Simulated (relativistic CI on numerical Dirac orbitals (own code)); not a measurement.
Hyperfine structure of Ta¹⁷⁺, mass number 181

Method of calculation: Dirac-Coulomb-Breit CI, separate exchange-only KLI orbitals for each configuration, model QED, unscaled Slater integrals (own radial code, finite nucleus).

Configurations in the expansion (outside the closed core [Ar] 3d10): 4s2 4p6 4d10 4f10, 4s2 4p6 4d10 4f9 5s, 4s2 4p6 4d9 4f11, 4s2 4p6 4d10 4f9 6s, 4s2 4p5 4d10 4f11, 4s 4p6 4d10 4f11, 4s2 4p6 4d10 4f8 5s2, 4s2 4p6 4d10 4f7 5s2 6s, 4p6 4d10 4f12, 4p6 4d9 4f13, 4p5 4d10 4f13. Double excitations out of closed p, d and f shells are left out; levels of such configurations are missing from the list, as are those of other unlisted configurations, and high levels can miss mixing partners.

Nuclear spin I = 7/2, μ = 2.365 μN, Q = 3.17 b (tables of Stone and Pyykkö). The electronic factors are computed for point nuclear moments, without core polarisation or the Bohr-Weisskopf and QED corrections.

```json
{"Level": "4s2 4p6 4d10 4f10 5I_8", "E (cm⁻¹)": "0.0", "A (MHz)": "1038", "B (MHz)": "3820"}
{"Level": "4s2 4p6 4d10 4f10 5I_7", "E (cm⁻¹)": "13114.7", "A (MHz)": "1137", "B (MHz)": "3690"}
{"Level": "4s2 4p6 4d10 4f10 5I_6", "E (cm⁻¹)": "21236.3", "A (MHz)": "1232", "B (MHz)": "3690"}
{"Level": "4s2 4p6 4d10 4f10 5I_5", "E (cm⁻¹)": "26196.8", "A (MHz)": "1338", "B (MHz)": "2480"}
{"Level": "4s2 4p6 4d10 4f10 5I_4", "E (cm⁻¹)": "31634.8", "A (MHz)": "1787", "B (MHz)": "3760"}
{"Level": "4s2 4p6 4d10 4f10 5F_5", "E (cm⁻¹)": "32026.6", "A (MHz)": "1007", "B (MHz)": "-499"}
{"Level": "4s2 4p6 4d10 4f10 3K_8", "E (cm⁻¹)": "38982.1", "A (MHz)": "1184", "B (MHz)": "-1510"}
{"Level": "4s2 4p6 4d10 4f10 5F_4", "E (cm⁻¹)": "39952.0", "A (MHz)": "950.2", "B (MHz)": "-2950"}
```

Levels with J = 0, under 50 % of one LS term, or S terms without an open s electron are left out. Small factors come from cancelling terms and can be off by tens of per cent or more.

At this charge transitions that keep the count of f electrons are usually good to a few per cent. Terms inside the open d or f shell come out 10 to 20 % too wide with unscaled integrals. Levels that differ in their count of f electrons can be misplaced by several ten thousand cm⁻¹, since the correlation energy of f electrons is missing or only estimated; rates across such gaps can be off by orders of magnitude.

Problem. Give the hyperfine levels of 4s2 4p6 4d10 4f10 5I_8 relative to its centre of gravity.

Solution. With K = F(F + 1) − I(I + 1) − J(J + 1), E = AK/2 + B[¾K(K + 1) − I(I + 1)J(J + 1)]/[2I(2I − 1)J(2J − 1)]: F = 9/2: -31330, F = 11/2: -26340, F = 13/2: -20260, F = 15/2: -13000, F = 17/2: -4467, F = 19/2: 5458, F = 21/2: 16900, F = 23/2: 30010 MHz.

LS names give the leading component of a level, which can be under half, so a name can repeat, a term be missing and a line seem to break the LS rules.
